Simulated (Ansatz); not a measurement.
## A relaxation, step by step

MgSiH$_{4}$BrCl, singlet, PBE0-D4/def2-TZVP (Ansatz 0.2.0). Settings:

```yaml
hamiltonian: {xc: pbe0, dispersion: d4}
relax: {f_tol: 0.005, max_steps: 200}
```

Start, a step off a saddle point along its unstable mode:

Mg1  (-0.737, -1.149, -0.599)
Si2  (0.942, 0.165, 0.818)
Cl3  (-1.747, -2.952, -1.397)
H4  (-0.777, 1.235, -0.717)
Br5  (-1.710, 1.392, -1.576)
H6  (2.340, -0.258, 0.464)
H7  (0.962, 1.688, 0.738)
H8  (0.726, -0.123, 2.269)
(Å)

```csv
step,energy less the last (meV),largest force component (eV/Å)
1,622.5,4.434
2,108.9,0.592
3,71.7,0.708
4,29.4,0.348
5,27.8,0.166
6,5.3,0.108
7,3.7,0.041
8,3.0,0.025
9,2.5,0.012
10,1.4,0.050
11,0.9,0.094
12,0.5,0.063
13,0.3,0.032
14,0.1,0.020
15,0.0,0.012
16,0.0,0.006
17,0.0,0.003
```

Step 4, positions (Å) and forces (eV/Å):

```json
{"atom": "Mg1", "x": "-0.735", "y": "-1.203", "z": "-0.592", "Fx": "0.069", "Fy": "-0.042", "Fz": "0.065"}
{"atom": "Si2", "x": "0.991", "y": "0.028", "z": "0.869", "Fx": "0.017", "Fy": "0.025", "Fz": "-0.003"}
{"atom": "Cl3", "x": "-1.768", "y": "-2.955", "z": "-1.417", "Fx": "-0.061", "Fy": "0.028", "Fz": "-0.056"}
{"atom": "H4", "x": "-0.777", "y": "1.744", "z": "-0.763", "Fx": "-0.287", "Fy": "-0.087", "Fz": "-0.250"}
{"atom": "Br5", "x": "-1.816", "y": "1.250", "z": "-1.651", "Fx": "0.348", "Fy": "0.042", "Fz": "0.304"}
{"atom": "H6", "x": "2.433", "y": "-0.245", "z": "0.576", "Fx": "-0.063", "Fy": "0.027", "Fz": "-0.028"}
{"atom": "H7", "x": "0.827", "y": "1.513", "z": "0.628", "Fx": "0.011", "Fy": "-0.017", "Fz": "0.016"}
{"atom": "H8", "x": "0.846", "y": "-0.132", "z": "2.349", "Fx": "-0.034", "Fy": "0.024", "Fz": "-0.047"}
```

Step 10, positions (Å) and forces (eV/Å):

```csv
atom,x,y,z,Fx,Fy,Fz
Mg1,-0.670,-1.270,-0.528,0.027,0.016,0.023
Si2,1.025,0.026,0.901,-0.007,-0.026,-0.002
Cl3,-1.872,-2.826,-1.510,-0.018,-0.025,-0.015
H4,-0.857,1.822,-0.845,-0.047,-0.031,-0.040
Br5,-1.797,1.084,-1.635,0.033,0.050,0.026
H6,2.466,-0.217,0.596,0.012,0.002,-0.001
H7,0.824,1.497,0.640,0.000,0.012,0.000
H8,0.882,-0.116,2.381,0.001,0.002,0.009
```

Step 13, positions (Å) and forces (eV/Å):

```json
{"atom": "Mg1", "x": "-0.656", "y": "-1.254", "z": "-0.514", "Fx": "0.000", "Fy": "-0.012", "Fz": "0.001"}
{"atom": "Si2", "x": "1.048", "y": "0.015", "z": "0.924", "Fx": "0.006", "Fy": "0.032", "Fz": "0.002"}
{"atom": "Cl3", "x": "-1.860", "y": "-2.816", "z": "-1.497", "Fx": "0.005", "Fy": "0.021", "Fz": "0.004"}
{"atom": "H4", "x": "-0.956", "y": "1.911", "z": "-0.941", "Fx": "-0.002", "Fy": "-0.012", "Fz": "-0.001"}
{"atom": "Br5", "x": "-1.840", "y": "1.062", "z": "-1.675", "Fx": "-0.006", "Fy": "0.003", "Fz": "-0.006"}
{"atom": "H6", "x": "2.485", "y": "-0.253", "z": "0.612", "Fx": "-0.009", "Fy": "-0.001", "Fz": "0.005"}
{"atom": "H7", "x": "0.875", "y": "1.493", "z": "0.692", "Fx": "0.002", "Fy": "-0.028", "Fz": "0.004"}
{"atom": "H8", "x": "0.903", "y": "-0.158", "z": "2.401", "Fx": "0.003", "Fy": "-0.002", "Fz": "-0.008"}
```

Last step (17):

Mg1  (-0.648, -1.248, -0.507)
Si2  (1.059, 0.015, 0.934)
Cl3  (-1.863, -2.793, -1.500)
H4  (-0.991, 1.922, -0.973)
Br5  (-1.857, 1.043, -1.692)
H6  (2.492, -0.263, 0.620)
H7  (0.894, 1.493, 0.711)
H8  (0.913, -0.170, 2.408)
(Å)

The run took about 15 s on 8 CPU threads of an AMD EPYC 9R45 (shared host).
